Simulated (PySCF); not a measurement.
Vertical excitations of a molecule CH4BFO2 from PySCF with TDDFT-B3LYP/def2-SVPD, as energy in eV (oscillator strength): 7.43 (0.005), 8.16 (0.002), 8.50 (0.010), 8.82 (0.036), 8.99 (0.000), 9.17 (0.029), 9.19 (0.000), 9.35 (0.159), 9.50 (0.001), 9.65 (0.043). Lowest triplet (TDA): 7.32 eV. Geometry optimised at PBE0-D3(BJ)/def2-SVP. One conformer was computed; it need not be the lowest.

Problem. Identify the compound among the candidates.
A) COB(O)F
B) OCB(O)F
C) OB(O)CF

Solution. A, COB(O)F
